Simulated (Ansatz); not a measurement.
`CC[Te]B(O)O`, charge 0, multiplicity 1.

Problem. Give a relaxed structure at PBE0-D4/def2-TZVP (Ansatz 0.2.0). (Best estimate.)

Solution. Computed: 
```xyz
13

C    -1.554   -1.161    0.377
C    -0.204   -1.142    1.059
Te    0.469    0.833    1.603
B     1.071    1.404   -0.400
O     1.565    2.665   -0.549
O     0.935    0.486   -1.400
H    -2.327   -0.718    1.008
H    -1.526   -0.604   -0.561
H    -1.851   -2.190    0.148
H    -0.214   -1.696    1.999
H     0.579   -1.561    0.428
H     1.833    2.906   -1.440
H     1.224    0.777   -2.269
```
This is one stationary point; other conformers may exist.
